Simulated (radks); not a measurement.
Q: The table gives one normalised radial function P(r) = r R(r) of Sr2+ in [Kr] (r in bohr). All-electron calculation, scalar-relativistic Kohn-Sham, BLYP, spin-polarised, spherical densities, finite nucleus; Fermi nuclear charge, rms radius 4.224 fm. Program: a radial shooting solver on a logarithmic mesh with Libxc functionals.

r	P
0.001321	0.0000
0.001721	0.0000
0.002241	0.0000
0.002894	0.0000
0.003769	0.0001
0.004907	0.0001
0.00639	0.0003
0.008321	0.0006
0.01075	0.0012
0.014	0.0026
0.01822	0.0053
0.02373	0.0109
0.0309	0.0219
0.03991	0.0421
0.05197	0.0805
0.06768	0.1480
0.08812	0.2601
0.1138	0.4253
0.1482	0.6594
0.193	0.9400
0.2513	1.2126
0.3273	1.3924
0.4227	1.4000
0.5505	1.2119
0.7168	0.8834
0.9333	0.5273
1.215	0.2481
1.57	0.0901
2.044	0.0220
2.662	0.0034
3.466	0.0003
4.513	0.0000

Which n and l does it have? It may be an empty orbital.

A: n = 3, l = 2: the number of nodes gives n - l - 1 = 0, the rise at small r (about r^(l+1), flatter next to the nucleus through relativity) gives l, and the extent must fit the shell. The curve is that of 3d. 3d: eigenvalue -141.95 eV, 0 radial nodes, <r> = 0.498 bohr, 90 % of the charge inside 0.808 bohr.
